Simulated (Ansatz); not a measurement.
Computed with Ansatz.

A structure relaxed at PBE0-D4/def2-TZVP, charge 0, multiplicity 1:

Cartesian coordinates in Å:
```
Ge 1.404 0.197 -2.379
Ge 2.471 0.364 -0.209
Ge 1.020 1.344 1.474
Ge -0.421 -0.358 2.426
Ge -1.479 -1.590 0.626
Ge -2.623 -0.036 -0.841
H 2.424 -0.257 -3.437
H 0.251 -0.819 -2.348
H 0.839 1.566 -2.793
H 2.907 -1.039 0.257
H 3.743 1.221 -0.356
H 0.159 2.444 0.824
H 1.871 2.001 2.578
H -1.499 0.289 3.317
H 0.422 -1.305 3.302
H -0.393 -2.349 -0.158
H -2.478 -2.625 1.177
H -1.697 1.148 -1.169
H -3.049 -0.707 -2.156
H -3.873 0.513 -0.133
```

Task: Give its formula and SMILES.

Result: Ge6H14, `[GeH3][GeH2][GeH2][GeH2][GeH2][GeH3]`.

Task: Point group (tolerance 0.08 Å, 0.16 Å for H)?

Result: C1.

Task: Summarise the bond lengths by kind.

Result: 5 × Ge–Ge 2.423 to 2.428 Å; 14 × Ge–H 1.537 to 1.541 Å.
